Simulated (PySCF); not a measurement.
diindium oxide (In₂O), SMILES [In][O][In] (connectivity only; charge and spin as stated), neutral, multiplicity 1. Atoms are numbered in the order given.

```xyz
3

In     0.0000     0.0000    -2.0164
O      0.0000     0.0000     0.0000
In     0.0000     0.0000     2.0164
```
Charge 0, spin multiplicity 1.

Geometry optimised at B3LYP-D3(BJ)/def2-TZVP. The def2 effective core potentials stand for the cores of In; spin–orbit coupling is left out.

The numbers are results of PBE0/def2-TZVPD (PySCF), not measurements.

The molecule is in vacuum.

| Item | Result |
|---|---|
| total energy | -455.53277 hartree |
| point group | D∞h |
| highest occupied level | -5.88 eV |
| lowest empty level | -1.11 eV |
| orbital gap | 4.77 eV |
| dipole moment | 0.00 D |
| quadrupole, principal values (traceless, Buckingham form, about the centre of nuclear charge) | -4.23, 2.12, 2.12 D·Å |
| mean static polarisability | 102.7 bohr³ (15.21 Å³) |
| polarisability, principal values | 81.6, 81.6, 144.9 bohr³ |
